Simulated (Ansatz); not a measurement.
HO (SMILES [OH-]), charge -1, singlet, at a GFN2-xTB geometry (a gas-phase anion, which may not be bound at this level); MP2/6-31G (Ansatz, a first-principles code).

Here is a job for Ansatz.
Ansatz 0.2 input:
```yaml
crystal:
  periodic: [false, false, false]
  atoms:
    - {symbol: O, position_ang: [-0.00000000, -0.00000000, -0.10875384]}
    - {symbol: H, position_ang: [0.00000000, 0.00000000, 0.87003075]}
basis:
  gaussian:
    orbitals: 6-31G
total_charge: -1
magnetization: {spin_polarized: false}
correlation: {method: mp2}
scf: {lower_state_search: off}
```

It wrote (shortened):

```
Functional definition: HF
these checks for a lower state are left out or cut short: stability, starts, cluster_reference, orbital_swaps, neighbouring_geometries, increment
107 factors; integrals over basis functions are off by at most 3.9e-4 eV
mean field evaluation 1: about -2048.8389 eV, gradient 1.3e1 eV
mean field evaluation 2: about -2048.8644 eV, gradient 1.3e1 eV
mean field evaluation 4: about -2049.3291 eV, gradient 1.8e0 eV
mean field evaluation 8: about -2049.3371 eV, gradient 1.6e-5 eV
mean field -2049.33712787 eV, -75.3117503585 hartree, gradient 5.7e-6 eV, S^2 0.000000; 0 other end points of the search recorded, 0 dependent functions left out
1 core orbitals not correlated
reference -2049.33712787 eV, -75.3117503585 hartree; 4, 4 occupied and 6, 6 virtual orbitals, 107 factors
second order -3.41042029 eV of doubles, -0.00000000 eV of singles
Total energy: -2052.74754816 eV, -75.4370809926 hartree
Checks for a lower state left out: stability, starts, cluster_reference, orbital_swaps, neighbouring_geometries, increment
```
